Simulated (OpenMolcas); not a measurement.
Ta: effect of the basis set

```json
{
 "Program": "OpenMolcas 26.06",
 "Method": "MS-CASPT2, IPEA 0.25 Eh, imaginary shift 0.1 Eh (closed shells correlated: 5s 5p)",
 "Active space": "5 electrons in 6 orbitals (5d 6s)",
 "State averaging": "2S+1 = 4 even, 50 roots; 2S+1 = 6 even, 6 roots kept (CI in the orbitals of an earlier block); 2S+1 = 2 even, 98 roots kept (CI in the orbitals of an earlier block)",
 "Spin-orbit coupling": "RASSI with atomic mean-field integrals over the reference wave functions, term energies averaged over their components"
}
```

A. ANO-R1 [7s5p4d2f], X2C, finite nucleus; CASPT2 step of the order of 30 core-seconds
B. ANO-RCC-VDZP [7s6p4d2f1g], DKH2, point nucleus; CASPT2 step roughly 40 core-seconds
C. ANO-R2 [8s6p5d3f1g], X2C, finite nucleus; CASPT2 step roughly 80 core-seconds
D. ANO-RCC-VTZP [8s7p5d3f2g1h], DKH2, point nucleus; CASPT2 step about 2.3 core-minutes
E. ANO-R3 [9s7p6d4f3g2h], X2C, finite nucleus; CASPT2 step of the order of 4 core-minutes
F. ANO-RCC-VQZP [9s8p6d4f3g2h], DKH2, point nucleus; CASPT2 step of the order of 5 core-minutes

Energies in cm⁻¹ above 5d³ 6s² ⁴F_3/2, the measured ground level; measured values from NIST Handbook of Basic Atomic Spectroscopic Data.

| Level | A | B | C | D | E | F | Measured |
| --- | --- | --- | --- | --- | --- | --- | --- |
| 5d³ 6s² ⁴F_3/2 | 0.0 | 0.0 | 0.0 | 0.0 | 0.0 | 0.0 | 0.0 |
| 5d³ 6s² ⁴F_5/2 | 1711 | 1783 | 1864 | 1858 | 1840 | 1846 | 2010 |
| 5d³ 6s² ⁴F_7/2 | 3550 | 3680 | 3800 | 3790 | 3730 | 3740 | 3964 |
| 5d³ 6s² ⁴F_9/2 | 5240 | 5410 | 5470 | 5470 | 5360 | 5380 | 5621 |
| 5d³ 6s² ⁴P_1/2 | 6090 | 5830 | 5790 | 5650 | 5990 | 5820 | 6049 |
| 5d³ 6s² ⁴P_3/2 [68 %] | 6200 | 6000 | 5860 | 5830 | 5990 | 5870 | 6069 |
| 5d³ 6s² ⁴P_5/2 | 8680 | 8560 | 8530 | 8490 | 8710 | 8580 | 9253 |
| 5d⁴ 6s ⁶D_1/2 | 9850 | 9780 | 9440 | 8930 | 9420 | 9090 |  |
| 5d⁴ 6s ⁶D_3/2 | 10350 | 10260 | 10010 | 9440 | 10020 | 9650 |  |
| 5d³ 6s² ²G_7/2 | 11030 | 11320 | 10460 | 10580 | 10040 | 10100 |  |
| 5d⁴ 6s ⁶D_5/2 | 11370 | 11310 | 11130 | 10520 | 11150 | 10770 |  |
| 5d³ 6s² ²P_1/2 | 12130 | 12290 | 11690 | 11770 | 11440 | 11370 |  |
| 5d³ 6s² ²G_9/2 [51 %] | 12170 | 12520 | 11590 | 11700 | 11080 | 11160 |  |
| 5d⁴ 6s ⁶D_7/2 | 12430 | 12400 | 12250 | 11610 | 12250 | 11860 |  |
| 5d⁴ 6s ⁶D_9/2 | 13630 | 13660 | 13470 | 12860 | 13420 | 13040 |  |
| 5d³ 6s² ²D_5/2(1) | 13700 | 13680 | 13380 | 13280 | 13290 | 13140 |  |
| 5d³ 6s² ²P_3/2 [55 %] | 16580 | 16780 | 16380 | 16400 | 16120 | 16020 |  |
| 5d³ 6s² ²H_9/2 [62 %] | 16910 | 17450 | 16230 | 16390 | 15520 | 15630 |  |
| 5d³ 6s² ²H_11/2 | 17210 | 17770 | 16360 | 16550 | 15530 | 15670 |  |
| 5d³ 6s² ²F_5/2 | 19520 | 19560 | 18600 | 18390 | 17990 | 17870 |  |
| 5d³ 6s² ²F_7/2 | 19620 | 19680 | 18760 | 18560 | 18130 | 18030 |  |
| 5d⁴ 6s ⁴D_3/2(1) [66 %] | 23740 | 24400 | 22380 | 22020 | 21280 | 21170 |  |
| 5d⁴ 6s ⁴H_9/2 [55 %] | 24790 | 25580 | 23190 | 22740 | 21880 | 21780 |  |
| 5d⁴ 6s ⁴H_11/2 | 25960 | 26840 | 24420 | 23970 | 23040 | 22970 |  |

Deviations, from unrounded energies. A percentage is the sum of absolute deviations over the sum of measured energies, with the sign that they share, or ± where signs differ.

```
                        Against measurement  Levels     A     B     C     D     E     F
             mean absolute deviation (cm-1)       6   310   280   270   320   220   290
      fine structure of the ground term (%)       3  -9.4  -6.2  -4.0  -4.2  -5.7  -5.4
other terms of the ground configuration (%)       3  ±3.5  -4.6  -5.5  -6.6  -3.2  -5.1
```

E lies closest to measurement on these levels and D furthest from it. The largest miss of E in the table is 5d³ 6s² ⁴P_5/2, by -550 cm-1. The ranking rests on the paired levels alone, and a cruder setting can come out closer through cancelling errors.

The two smallest mean deviations differ by little beside CASPT2's spread within terms, so their order carries little weight.

Among A to F the level of the table that moves most is 5d⁴ 6s ⁴H_11/2, by 3900 cm-1 (lowest in F, highest in B). Moves below CASPT2's spread within the term are not significant.

CASPT2 does not keep the components of a term degenerate, so their means are used; among the terms shown or strongly mixed into the levels shown the widest spread is 1300 cm-1 (5d³ 6s² ⁴F, E). Over all roots computed the reference weight is 0.89 to 0.94 in A, 0.87 to 0.92 in C, 0.88 to 0.93 in D, 0.86 to 0.92 in E, 0.87 to 0.92 in F; the roots of lowest weight are the least certain, and an intruder state may touch them. Blocks of more than 70 roots (2S+1 = 2 even) ran without multistate coupling. Terms from blocks run as CI alone lack orbitals of their own. Configurations are named by rounded mean occupations; where the s occupation lies near a half they are strongly mixed, a name can repeat and a true partner stay unpaired. A single d shell beside an s shell can misplace configurations of different d count against each other. The CASPT2 spread within a term exceeds the gap to the next term for 5d⁴ 6s ⁴D(1) and 5d⁴ 6s ⁴H, 5d⁴ 6s ⁴F and 5d⁴ 6s ⁴P, so the order of their levels is uncertain, and so are names and mixing where such terms share a J (figures for A; the like holds for B, C, D, E, F). Computed and measured levels are paired by configuration, term and J; levels that our copy of the source lacks, or whose pairing is in doubt (as where it misses far off the trend of its configuration), stay unpaired and out of the deviations. Levels of configurations outside the active space are missing. The table leaves out levels that lie high or whose names do not pair safely across all columns.

A share in square brackets marks a mixed level and gives the weight of the term that names it, the lowest over the columns. A number in round brackets counts repeated terms of one configuration in the order of the reference energies.
